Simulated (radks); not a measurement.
Pd, configuration [Kr] 4d8 5s2 (not the ground configuration). Method: scalar-relativistic Kohn-Sham, PBE, spin-unpolarised, spherical densities, point nucleus; computed with a radial shooting solver on a logarithmic mesh with Libxc functionals.

Normalised radial functions P(r) = r R(r), r in bohr:

r	3d	4d
0.001957	0.0000	0.0000
0.00261	0.0001	0.0000
0.003481	0.0001	0.0000
0.004643	0.0003	0.0001
0.006242	0.0006	0.0002
0.008326	0.0015	0.0005
0.0111	0.0032	0.0011
0.01481	0.0071	0.0023
0.01991	0.0158	0.0052
0.02656	0.0336	0.0110
0.03542	0.0695	0.0227
0.04725	0.1382	0.0451
0.06352	0.2663	0.0866
0.08472	0.4730	0.1526
0.113	0.7748	0.2464
0.1507	1.1479	0.3546
0.2026	1.5109	0.4374
0.2703	1.6940	0.4206
0.3605	1.5805	0.2423
0.4808	1.1813	-0.1000
0.6464	0.6606	-0.5183
0.8621	0.2682	-0.8196
1.15	0.0716	-0.8881
1.534	0.0113	-0.7437
2.062	0.0008	-0.5003
2.75	0.0000	-0.2806
3.668	0.0000	-0.1270
4.892	0.0000	-0.0440
6.577	0.0000	-0.0103
8.772	0.0000	-0.0016

3d: eigenvalue -333.26 eV, 0 radial nodes, <r> = 0.358 bohr, 90 % of the charge inside 0.567 bohr. 4d: eigenvalue -9.693 eV, 1 radial node at r = 0.446 bohr, <r> = 1.43 bohr, 90 % of the charge inside 2.29 bohr.
